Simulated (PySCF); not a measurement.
NICS in isomers of C8H12P2.

NICS is the negative of the GIAO shielding at a point without a nucleus: at the ring centre (0) and 1 Å above and below it (1); zz is the component along the ring normal. Level: GIAO PBE0/pcSseg-1 (PySCF, non-relativistic, gas phase) on the GFN2-xTB geometries, one conformer each. Atom numbers follow the mapped SMILES.

Problem. Order these rings by mean NICS(1)zz, lowest (most negative) first (ppm).
A. ring C2–P3–C4–C5–C9–P10 in `[CH3:1][c:2]1[p:3][cH:4][c:5]([CH:6]([CH3:7])[CH3:8])[cH:9][p:10]1`
B. ring C2–C3–C4–C5–C9–C10 in `[CH3:1][c:2]1[cH:3][cH:4][c:5]([PH:6][CH2:7][PH2:8])[cH:9][cH:10]1`
C. ring P3–C4–C5–P6–C9–C10 in `[CH:1]#[C:2][P:3]1[CH2:4][CH2:5][P:6]([CH:7]=[CH2:8])[CH2:9][CH2:10]1`

Solution. B (-27.2), A (-23.6), C (4.7).

```json
{"SMILES": "Cc1ccc(PCP)cc1", "ring": "6-membered carbocycle; formal bonds all aromatic", "NICS(0)": "-8.4", "NICS(1)": "-11.1", "NICS(1)zz": "-27.2", "HOMA": "1.00", "rms pucker (Å)": "0.00", "ring atoms with four or more neighbours": "0"}
{"SMILES": "Cc1pcc(C(C)C)cp1", "ring": "6-membered ring with 2 P; formal bonds all aromatic", "NICS(0)": "-6.7", "NICS(1)": "-9.9", "NICS(1)zz": "-23.6", "HOMA": "0.89", "rms pucker (Å)": "0.00", "ring atoms with four or more neighbours": "0"}
{"SMILES": "C#CP1CCP(C=C)CC1", "ring": "6-membered ring with 2 P; formal bonds all single", "NICS(0)": "-4.6", "NICS(1)": "-4.7", "NICS(1)zz": "4.7", "HOMA": "–", "rms pucker (Å)": "0.51", "ring atoms with four or more neighbours": "4"}
```

NICS(0) gives the same order. The isotropic NICS(1) gives the same order. HOMA uses Krygowski's 1993 parameters; it is left out where a ring has a four-coordinate atom, a triple bond, no multiple bond or a kind of bond without parameters. NICS(1) and NICS(1)zz are means over the two faces.
